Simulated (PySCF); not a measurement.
## A thermochemical cycle for MgCd

PBE in PySCF with def2-SVPD on every atom (core potentials on Cd), for the lowest determinant that a PBE0 search found; no spin–orbit coupling. MgCd, a singlet (closed shell), has De = 0.11 eV to neutral atoms, and MgCd⁺, a doublet (σ ↑), has De = 1.06 eV to Mg⁺ + Cd.

The adiabatic ionisation energy of MgCd, between the minima, is 6.69 eV.

**Question.** Which ionisation energy of the Mg atom does this level give?

**Answer.** IE(Mg) = IE(molecule) + De(ion) − De(neutral) = 6.69 + 1.06 − 0.11 = 7.64 eV; the measured value is 7.646 eV (NIST ASD).

Closed-shell solutions of metal pairs were not tested for spin polarisation, which can lower them a little. Weak bonds: MgCd. Basis-set superposition, not corrected here, can be much of De in a small basis, most of all at correlated wavefunction levels. Spin–orbit coupling is left out. For an ion De counts to the pair picked by the measured ionisation energies or electron affinities, which need not be the lowest pair at this level. States were picked by a PBE0 search and need not be the measured ground states.
